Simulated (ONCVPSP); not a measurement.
calcium, ONCV: configuration errors across variants

Ca (Z = 20), optimised norm-conserving Vanderbilt (ONCV), made with ONCVPSP 4.0.1 (PBE, scalar-relativistic). Core [Ne], reference 3s2 3p6 4s1 (charge +1). Waves: 3s+4s: rc 2.05 bohr, ncon 4, nbas 7, qcut 7.5 1/bohr, 2 projectors; 3p: rc 1.65 bohr, ncon 4, nbas 8, qcut 10.4 1/bohr, 2 projectors, debl 0.8 Ha; d scattering state at 0.42 Ha: rc 1.65 bohr, ncon 4, nbas 7, qcut 5.1 1/bohr, 2 projectors, debl 3.2 Ha. Local part: polynomial inside 1.50 bohr (lpopt 5, dvloc0 0 Ha). Core correction: Teter function, fcfact 5.75, rcfact 1.

In the p channel the program set the typed energies aside and used -1.282, 0.250 Ha. In the d channel the program set the typed energies aside and used 0.050, 3.250 Ha.

All-electron excitation energies from the reference (eV): (1) 3s2 3p6 4s2 -6.309; (2) 3s2 3p6 4s0 11.820; (3) 3s2 3p6 4s1.5 -3.806; (4) 3s2 3p6 4s0 4p2 -1.358.

1 further variants failed, have other tests or too few solved ones, and are left out.

Errors AE − PS in meV (a dash: test not solved or not reliable):

```csv
change,(1),(2),(3),(4),bound ghosts,GHOST(+) flags above zero
base,0.0,-1.0,+0.1,+0.1,none,none
"local potential polynomial inside 1.10 bohr (lpopt 1, dvloc0 4 Ha)",0.0,-1.0,+0.1,+0.1,none,none
s: nproj 3,0.0,-1.1,+0.1,+0.1,none,none
d: qcut 5.3,0.0,-1.0,+0.1,+0.1,none,none
```

Problem. Give the same row for: core correction Teter function, fcfact 4.4, rcfact 1.

Solution. +0.1, -1.0, +0.1, +0.1; bound ghosts: none; GHOST(+) flags above zero: none.
